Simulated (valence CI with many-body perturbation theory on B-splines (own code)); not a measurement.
Mo XIX: E2, M1 decay

Method: relativistic CI+MBPT: six valence electrons over a frozen Dirac-Fock core [Ar], a basis of 7 s, 7 p, 8 d, 6 f, 4 g, 1 h functions for each j, with the one-electron correlation potential Σ1, the two-electron term Σ2, the three-electron term Σ3, Breit, model QED; selected CI, second order for the rest, scaled by the run's own slope (own B-spline code, finite nucleus).

No measured spectrum was set against this ion. As an estimate, terms of the open shell hold to 2 to 4 % of their energy, and close levels can change places. Core correlation moves these levels by up to 9500 cm⁻¹, and in measured spectra 5 to 20 % of such shifts remained as error; rates that hang on mixing are uncertain with them. Among the levels kept, up to 710 cm⁻¹ of a level comes from second order outside the variational space, and about a tenth of that is noise between levels of different J, which matters for small intervals. Only levels of the ground parity were solved; by the run's estimate the other parity begins above the list, which can be wrong where configurations are misplaced.

Lines 51 to 100 of 120 in falling wavelength, among levels below 371270 cm⁻¹, chosen from the decays that carry over 1 % of a level's rate. Wavelengths and rates use the calculated energies, so an error of 2000 cm⁻¹ moves a line at 2034 Å by 4.1 % and its rate by three times that or more. Electric multipoles are in the length gauge, E1 and E2 with the static RPA response of the core. Weak lines are less certain than strong ones. Lines between different terms over intervals too small for the method are left out, as are lines whose strength nearly cancels. Branching is blank where the lifetime is uncertain.

Names give the largest LS component (configuration and term), which can be under half, so a name can repeat, a term be missing and a line seem to break the LS rules; names also repeat where a configuration has a term twice. Letters in brackets count levels of one name in rising energy.

| λ vac (Å) | Upper | Lower | Type | A (s⁻¹) | Branch % |
| --- | --- | --- | --- | --- | --- |
| 2034 | 3d⁶ ¹I_6 | 3d⁶ ³H_6 | M1 | 3.36e+02 | 69.7 |
| 1975 | 3d⁶ ³D_3 | 3d⁶ ³P_2 [a] | M1 | 2.23e+02 | 16.9 |
| 1969 | 3d⁶ ³G_3 | 3d⁶ ³F_4 [a] | M1 | 6.44e+01 | 10.2 |
| 1885 | 3d⁶ ³D_1 | 3d⁶ ³P_2 [a] | M1 | 3.25e+02 | 24.2 |
| 1859 | 3d⁶ ¹G_4 [a] | 3d⁶ ³F_3 [a] | M1 | 2.06e+02 | 12.3 |
| 1833 | 3d⁶ ³P_2 [a] | 3d⁶ ⁵D_3 | M1 | 1.52e+03 | 82.2 |
| 1806 | 3d⁶ ³P_1 [b] | 3d⁶ ³D_1 | M1 | 9.95e+01 |  |
| 1749 | 3d⁶ ³D_3 | 3d⁶ ³F_4 [a] | M1 | 1.50e+02 | 11.4 |
| 1728 | 3d⁶ ³P_0 [c] | 3d⁶ ³D_1 | M1 | 1.09e+03 | 23.1 |
| 1632 | 3d⁶ ¹D_2 [a] | 3d⁶ ³F_2 [a] | M1 | 4.64e+02 | 28.8 |
| 1599 | 3d⁶ ³F_2 [a] | 3d⁶ ⁵D_1 | M1 | 6.12e+01 | 12.5 |
| 1562 | 3d⁶ ³F_4 [a] | 3d⁶ ⁵D_4 | M1 | 6.72e+02 | 93.1 |
| 1553 | 3d⁶ ¹D_2 [a] | 3d⁶ ³F_3 [a] | M1 | 4.86e+02 | 30.1 |
| 1544 | 3d⁶ ¹G_4 [a] | 3d⁶ ³H_5 | M1 | 4.24e+02 | 25.5 |
| 1524 | 3d⁶ ³F_3 [a] | 3d⁶ ⁵D_2 | M1 | 1.01e+02 | 11.5 |
| 1521 | 3d⁶ ¹F_3 | 3d⁶ ³F_2 [a] | M1 | 3.91e+01 | 7.5 |
| 1475 | 3d⁶ ³F_4 [b] | 3d⁶ ³D_3 | M1 | 1.83e+02 |  |
| 1455 | 3d⁶ ³F_2 [a] | 3d⁶ ⁵D_2 | M1 | 3.09e+02 | 63.2 |
| 1452 | 3d⁶ ¹F_3 | 3d⁶ ³F_3 [a] | M1 | 8.71e+00 | 1.7 |
| 1448 | 3d⁶ ³F_3 [a] | 3d⁶ ⁵D_3 | M1 | 4.16e+02 | 47.3 |
| 1391 | 3d⁶ ³H_6 | 3d⁶ ⁵D_4 | E2 | 2.36e-04 | 100.0 |
| 1385 | 3d⁶ ³F_2 [a] | 3d⁶ ⁵D_3 | M1 | 1.12e+02 | 22.9 |
| 1371 | 3d⁶ ³P_1 [b] | 3d⁶ ³P_1 [a] | M1 | 1.00e+02 |  |
| 1350 | 3d⁶ ³H_5 | 3d⁶ ⁵D_4 | M1 | 2.39e+01 | 65.7 |
| 1348 | 3d⁶ ³F_4 [b] | 3d⁶ ³G_3 | M1 | 4.73e+01 |  |
| 1336 | 3d⁶ ¹G_4 [a] | 3d⁶ ³F_4 [a] | M1 | 5.19e+01 | 3.1 |
| 1330 | 3d⁶ ³P_0 [a] | 3d⁶ ⁵D_1 | M1 | 2.02e+03 | 100.0 |
| 1325 | 3d⁶ ³P_0 [c] | 3d⁶ ³P_1 [a] | M1 | 2.60e+03 | 55.2 |
| 1303 | 3d⁶ ³H_4 | 3d⁶ ⁵D_3 | M1 | 7.20e+01 | 6.7 |
| 1281 | 3d⁶ ³P_1 [b] | 3d⁶ ³P_0 [a] | M1 | 1.46e+02 |  |
| 1274 | 3d⁶ ³P_1 [a] | 3d⁶ ⁵D_0 | M1 | 5.77e+02 | 26.8 |
| 1267 | 3d⁶ ¹D_2 [a] | 3d⁶ ³P_2 [a] | M1 | 1.69e+02 | 10.5 |
| 1245 | 3d⁶ ³P_1 [a] | 3d⁶ ⁵D_1 | M1 | 1.01e+02 | 4.7 |
| 1241 | 3d⁶ ³F_4 [b] | 3d⁶ ³G_4 | M1 | 7.43e+01 |  |
| 1199 | 3d⁶ ¹F_3 | 3d⁶ ³P_2 [a] | M1 | 2.30e+01 | 4.4 |
| 1176 | 3d⁶ ³F_3 [a] | 3d⁶ ⁵D_4 | M1 | 2.29e+02 | 26.0 |
| 1174 | 3d⁶ ³F_4 [b] | 3d⁶ ³G_5 | M1 | 5.40e+02 |  |
| 1155 | 3d⁶ ³P_1 [a] | 3d⁶ ⁵D_2 | M1 | 3.27e+02 | 15.2 |
| 1115 | 3d⁶ ³D_2 | 3d⁶ ⁵D_1 | M1 | 2.17e+01 | 3.8 |
| 1112 | 3d⁶ ¹F_3 | 3d⁶ ³F_4 [a] | M1 | 1.76e+02 | 33.7 |
| 1083 | 3d⁶ ³G_4 | 3d⁶ ⁵D_3 | M1 | 3.09e+01 | 9.3 |
| 1078 | 3d⁶ ³H_4 | 3d⁶ ⁵D_4 | M1 | 5.17e+02 | 47.9 |
| 1049 | 3d⁶ ³G_3 | 3d⁶ ⁵D_2 | M1 | 3.88e+01 | 6.1 |
| 1043 | 3d⁶ ³D_2 | 3d⁶ ⁵D_2 | M1 | 3.21e+02 | 55.7 |
| 1041 | 3d⁶ ³D_1 | 3d⁶ ⁵D_0 | M1 | 2.45e+01 | 1.8 |
| 1040 | 3d⁶ ³F_4 [b] | 3d⁶ ³H_4 | M1 | 2.94e+02 |  |
| 1021 | 3d⁶ ³D_1 | 3d⁶ ⁵D_1 | M1 | 4.06e+02 | 30.2 |
| 1012 | 3d⁶ ³G_3 | 3d⁶ ⁵D_3 | M1 | 1.71e+02 | 27.1 |
| 963.6 | 3d⁶ ³G_5 | 3d⁶ ⁵D_4 | M1 | 1.84e+01 | 3.9 |
| 962.4 | 3d⁶ ³F_4 [b] | 3d⁶ ³F_3 [a] | M1 | 6.93e+01 |  |
